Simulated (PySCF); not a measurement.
**C₆ coefficients of unlike pairs at HSE06**

Calculated with PySCF 2.14 from the dipole response of each species, C₆(A,B) = (3/π) ∫ α_A(iu) α_B(iu) du, in atomic units, from isotropic polarisabilities. For ions this is the dispersion term alone; charge-induced terms of lower order in 1/R come first.

```json
{"species": "Cl⁺", "configuration": "[Ne] 3s2 3p4 (3P)", "basis": "aug-cc-pCVTZ-DK with one added diffuse shell each of s, p, d, f type (9s8p6d4f)", "relativity": "spin-free X2C", "α (bohr³)": "8.676", "C₆ (like pair)": "41.06"}
{"species": "Ga", "configuration": "[Ar] 3d10 4s2 4p1 (2P)", "basis": "def2-QZVPPD (12s7p5d4f1g)", "relativity": "none", "α (bohr³)": "57.51", "C₆ (like pair)": "488.2"}
{"species": "I⁺", "configuration": "[Kr] 4d10 5s2 5p4 (3P)", "basis": "x2c-TZVPPall with one added diffuse shell each of s, p, d, f type (9s7p5d3f)", "relativity": "spin-free X2C", "α (bohr³)": "20.21", "C₆ (like pair)": "176.7"}
{"species": "Ca⁺", "configuration": "[Ar] 4s1 (2S)", "basis": "aug-cc-pVTZ-X2C (7s6p4d2f)", "relativity": "spin-free X2C", "α (bohr³)": "79.04", "C₆ (like pair)": "573.8"}
```

(1) Estimate C₆ for Ga with Cl⁺.

No spin-orbit coupling is included.

The other pairs:

| pair | C₆ |
| --- | --- |
| Ca⁺, I⁺ | 255.4 |
| I⁺, Cl⁺ | 84.76 |
| Ca⁺, Cl⁺ | 115.9 |
| I⁺, Ga | 266.2 |
| Ca⁺, Ga | 514.7 |

Answers

(1) The integral gives 122.7. The combination rule 2 C_A C_B / (C_A α_B/α_A + C_B α_A/α_B) gives 115.9 and the geometric mean 141.6.
